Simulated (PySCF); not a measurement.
# Fractional electron number in Cr⁺ (chromium, charge +1)

The 3d alpha orbital of [Ar] 3d5 is emptied in steps (occupation f), with all orbitals relaxed, ending at [Ar] 3d4. Calculation: PySCF 2.14, in def2-SVP (5s3p2d1f, 31 functions); no relativity, point nucleus. The exact energy is a straight line in f; departures are measured from the line between the end points of the same method.

```csv
f,BLYP (eV)
1,0.000
0.8,-1.081
0.6,-1.642
0.4,-1.663
0.2,-1.123
0,0.000
```

**Question.** For BLYP, how does the orbital energy at f = 1 compare with the removal energy?

**Answer.** −ε = 10.543 eV against a total-energy difference of 17.219 eV. By Janak's theorem ε = ∂E/∂f, so the gap between them reflects the curvature. Along the path −ε is 13.098 (f = 0.8), 15.748 (f = 0.6), 18.499 (f = 0.4), 21.358 (f = 0.2) eV.

Reference removal energy between the ground levels: 16.486 eV (measured; NIST Atomic Spectra Database, ionization energies). The calculation has no spin-orbit coupling. The determinant left behind need not be the lowest term of the ion.
